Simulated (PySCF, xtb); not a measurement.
Si(AsH2)(F)(OH)2 (AsFH4O2Si), SMILES O[Si](O)([AsH2])F. The values are those of a single conformer.

Harmonic wavenumbers (cm⁻¹) from GFN2-xTB (xtb 6.7.1) at its own minimum, in rising order: 35, 111, 119, 182, 218, 228, 279, 320, 428, 656, 678, 741, 806, 823, 884, 956, 1005, 1924, 1955, 3620, 3686.

**Question.** What does PBE-D3(BJ)/def2-SVP in PySCF 2.14.0 give at its own minimum? (Estimate from the structure and the level; the computed values follow.)

**Answer.** 88, 130, 136, 197, 216, 233, 302, 333, 427, 570, 619, 756, 784, 841, 906, 940, 962, 2133, 2150, 3733, 3766. Paired by order, the mean absolute difference is 49 cm⁻¹ and the zero-point energies are 28.1 and 28.9 kcal/mol.
